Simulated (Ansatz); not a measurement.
GaH$_{5}$N$_{2}$S (`[NH2][Ga]([NH2])[SH]`), 9 atoms. The species carries charge 0 and has multiplicity 1. Correlated methods include outer-core shells of Ga, which these sets cover unevenly. Scalar relativity is left out up to krypton. All runs use 4 threads of a server CPU on a shared host. Correlated methods freeze the cores.

(1) How many basis functions does each run have, and how long does it take in Ansatz? direct RPA on PBE orbitals/def2-TZVPP energy; RKS ωB97M-V/def2-SVP energy; RKS PBE0-D4/def2-TZVP relaxation (7 steps); RKS PBE0-D4/def2-SVP energy; RKS ωB97X-V/def2-TZVPP energy; RHF-CCSD(T)/def2-TZVPP energy; RKS PBE-D4/def2-TZVPP energy and forces; RKS PBE0-D4/def2-QZVPP energy; RKS BHLYP-D4/def2-TZVPP energy; RKS PBE0-D4/def2-TZVP frequencies; RKS BLYP-D4/def2-TZVPP energy; RKS ωB97M-V/def2-QZVPP energy. (An estimate is asked.)

## Answers

(1) The calculation gave: Other jobs shared the machine, so times are rough.

| level | job | functions | wall time | peak host memory (GiB) |
| --- | --- | --- | --- | --- |
| RKS PBE0-D4/def2-SVP | energy | 103 | 2 s | 0.23 |
| RKS BLYP-D4/def2-TZVPP | energy | 222 | 3.4 s | 0.29 |
| RKS PBE-D4/def2-TZVPP | energy and forces | 222 | 4 s | 0.29 |
| RKS BHLYP-D4/def2-TZVPP | energy | 222 | 5.5 s | 0.59 |
| RKS ωB97M-V/def2-SVP | energy | 103 | 6 s | 0.34 |
| direct RPA on PBE orbitals/def2-TZVPP | energy | 222 | 7 s | 0.51 |
| RKS ωB97X-V/def2-TZVPP | energy | 222 | 11 s | 0.7 |
| RKS PBE0-D4/def2-QZVPP | energy | 423 | 14 s | 1.6 |
| RKS ωB97M-V/def2-QZVPP | energy | 423 | 25 s | 1.8 |
| RKS PBE0-D4/def2-TZVP | relaxation (7 steps) | 177 | 30 s | 0.49 |
| RHF-CCSD(T)/def2-TZVPP | energy | 222 | 110 s | 3.4 |
| RKS PBE0-D4/def2-TZVP | frequencies | 177 | 3.3 min | 0.53 |
